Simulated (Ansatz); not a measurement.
B(Cl)(GeH3)2 (BClGe2H6), SMILES Cl[B]([GeH3])[GeH3]. Atoms are numbered in the order given.

```xyz
10

B     -0.4024    -0.2273     0.0035
Cl    -1.9319    -1.0924    -0.0031
Ge    -0.2560     1.5350    -1.0886
H      0.1869     1.1752    -2.5276
H     -1.5991     2.2899    -1.1821
H      0.8137     2.4844    -0.5055
Ge     1.1844    -1.0032     1.0978
H      1.1994    -0.3102     2.4820
H      1.0733    -2.5253     1.3276
H      2.5395    -0.6945     0.4231
```

Geometry: B3LYP-D3(BJ)/def2-SVP. This is a generated structure with no PubChem entry under its InChIKey; it may be hypothetical.

Two levels are set side by side: PBE-D3(BJ)/def2-SVP (Ansatz, a program for electronic structure) and B3LYP-D3(BJ)/def2-SVP (Ansatz). Each level has its own optimised geometry; the coordinates shown are those of the second. Differences are taken from unrounded values.

```tsv
quantity	B3LYP-D3(BJ)	PBE-D3(BJ)	PBE-D3(BJ) minus B3LYP-D3(BJ)
mean bond length (Å)	1.687	1.693	0.006
bond B1–Cl2 (Å)	1.757	1.759	0.001
bond B1–Ge3 (Å)	2.078	2.076	-0.002
bond B1–Ge7 (Å)	2.078	2.075	-0.002
bond Ge3–H4 (Å)	1.548	1.557	0.009
bond Ge3–H5 (Å)	1.544	1.552	0.009
bond Ge3–H6 (Å)	1.545	1.553	0.009
bond Ge7–H8 (Å)	1.548	1.557	0.009
bond Ge7–H9 (Å)	1.543	1.552	0.009
bond Ge7–H10 (Å)	1.545	1.554	0.009
```

GGA bonds tend to be longer and softer than those of functionals with exact exchange. Differences between two approximate levels are no errors against the true value.
